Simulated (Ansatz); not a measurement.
One change: `BSC(=C)[SiH3]` becomes `C=C[SiH3]`.

Ansatz, PBE0-D4/def2-TZVP geometries, multiplicity 1. Each molecule was computed in one conformer, which needn't be the lowest.

```csv
property,`BSC(=C)[SiH3]`
size of the dipole moment (PBE/def2-TZVPP) / D,1.29
HOMO–LUMO gap (PBE0/def2-TZVPP) / eV,5.92
HOMO energy (PBE/def2-TZVPP) / eV,-6.43
HOMO–LUMO gap (B3LYP/def2-TZVPP) / eV,5.51
LUMO energy (PBE0/def2-TZVPP) / eV,-1.48
LUMO energy (B3LYP/def2-TZVPP) / eV,-1.66
```

(1) Give the same properties after the change, and the shifts. (Best estimate.)

Results:

(1) The calculation gave: 
| property | `C=C[SiH3]` | shift |
| --- | --- | --- |
| size of the dipole moment (PBE/def2-TZVPP) / D | 0.75 | -0.54 |
| HOMO–LUMO gap (PBE0/def2-TZVPP) / eV | 7.53 | 1.61 |
| HOMO energy (PBE/def2-TZVPP) / eV | -6.90 | -0.47 |
| HOMO–LUMO gap (B3LYP/def2-TZVPP) / eV | 7.08 | 1.57 |
| LUMO energy (PBE0/def2-TZVPP) / eV | -0.48 | 1.00 |
| LUMO energy (B3LYP/def2-TZVPP) / eV | -0.70 | 0.96 |

With PBE0 the HOMO falls by 0.61 eV and the LUMO rises by 1.00 eV, so the gap widens by about 1.61 eV. PBE moves the HOMO by -0.47 eV and ωB97M-V by -0.77 eV. Dipoles are sizes alone; their direction can turn.

B3LYP here is the variant with VWN-RPA as its local correlation; programs differ in this.
